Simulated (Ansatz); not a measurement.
`CC[SiH](O)[SiH3]` → `C[SiH2]C[SiH2]O`  (isomerisation)

Isolated molecules relaxed with PBE0-D4/def2-TZVP in Ansatz; ΔE leaves out vibrations. CBS: MP2 limit from def2 TZ/QZ plus the TZ coupled-cluster correction, frozen cores. Functionals use def2-TZVPP. B3LYP here is the variant with VWN-RPA as its local correlation; programs differ in this. Each species was taken in one conformer, which may not be the lowest.

(1) Is it downhill or uphill in electronic energy at CCSD(T)/CBS, and by how much? (An estimate is asked.)

(2) What do these levels give: r2SCAN-D4, B3LYP-D4, ωB97X-V, PBE, CCSD(T)/def2-TZVPP, SCS-MP2/def2-QZVPP? (Best estimate.)

Largest T1 diagnostic among the species: 0.011.

Answers

(1) The calculation gave: Downhill: ΔE = -15.2 kcal/mol.

(2) The calculation gave: r2SCAN-D4 -14.6, B3LYP-D4 -13.8, ωB97X-V -14.1, PBE -11.6, CCSD(T)/def2-TZVPP -14.8, SCS-MP2/def2-QZVPP -16.4 kcal/mol.

From PBE to PBE0 (25 % exact exchange), in def2-TZVPP and without D4, ΔE moves by −1.2 kcal/mol.
